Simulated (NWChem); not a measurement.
# ScNH4O2; SMILES [OH][Sc]([NH2])[OH]

```xyz
8

Sc     0.0000    -0.0503     0.0000
O     -1.6408    -0.9314     0.0000
H     -2.3392    -1.5848     0.0000
O      1.6787    -0.8564     0.0000
H      2.4058    -1.4779     0.0000
N     -0.0430     1.9255     0.0000
H      0.7640     2.5463     0.0000
H     -0.8740     2.5137     0.0000
```
Atoms are numbered in this order, from 1.

Computed with NWChem. Pople sets run with spherical d functions. Structure relaxed at the PBE0/def2-SVP level. GIAO values for the isolated, static molecule; σ is the absolute isotropic shielding, δ = σ(reference) − σ with the isolated reference molecule computed at the same levels (1H: tetramethylsilane, 15N: ammonia, 17O: water).

For level PBE/pcSseg-1:

```yaml
"σ Sc1 (ppm)": 460.1
"δ O2 (ppm)": 206.2
"δ H3 (ppm)": 2.08
"δ N6 (ppm)": 157.7
"δ H7 (ppm)": 4.51
```

Problem. What are these values for level B3LYP/6-31G*?

Solution. The σ Sc1 (ppm) is 653.3 and the δ O2 (ppm) is 162.3. The δ H3 (ppm) is 1.52 and the δ N6 (ppm) is 126.6. The δ H7 (ppm) is 3.17.
